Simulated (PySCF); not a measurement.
**Energy profile**

The step: CH₄Zn ([CH3][ZnH]) + HF → CH₃FZn ([CH3][Zn][F]) + H₂; bonds formed: Zn1–F5, H2–H4; bonds broken: Zn1–H2, H4–F5 (atoms numbered as in the saddle structure below).

```
8
angstrom
Zn 0.1986 -0.2321 0.3888
H 0.6421 -0.5414 2.0858
C -0.6631 0.8512 -0.9615
H 1.0340 -1.3062 1.5931
F 1.2733 -1.9467 0.5881
H -1.1982 1.6892 -0.5130
H 0.0843 1.2429 -1.6540
H -1.3710 0.2431 -1.5275
```

Electronic energies by CCSD(T) at an estimated basis limit (MP2 extrapolated from triple and quadruple zeta, plus CCSD(T) − MP2 in triple zeta), on PBE0-D4/def2-TZVP structures; CH5FZn, closed shell; no counterpoise correction. PySCF 2.14 with density fitting (its default auxiliary sets; JK sets also for MP2 and CCSD(T)); basis: def2-TZVPP and def2-QZVPP; cores frozen in the correlated methods. The 3s and 3p shells of Cu and Zn are frozen; filled d shells are correlated. Extrapolation: Hartree–Fock as exp(−7.88 √X), correlation as X^−2.97.

(1) Give the profile in kcal/mol, counted from the separated reactants. (Judge from chemistry; the value comes from the calculation.)

The T1 diagnostic stays at or below 0.016.

Results:

(1) By the calculation:
```tsv
point	kcal/mol
separated: CH4Zn (linked as [CH3][ZnH]; Zn1, H2, C3, H6, H7, H8; singlet) + HF (H4, F5; singlet)	0.00
start structure	-4.51
saddle	8.21
end structure	-18.46
separated: CH3FZn (linked as [CH3][Zn][F]; Zn1, C3, F5, H6, H7, H8; singlet) + H2 (H2, H4; singlet)	-17.41
```

For scale, one of the runs: CCSD(T)/def2-TZVPP, 196 basis functions, launched by `OMP_NUM_THREADS=4 python run.py`. Hardware: 4 CPU threads of an Intel Xeon, shared host. Wall time 16 min; peak host memory 2.6 GiB.
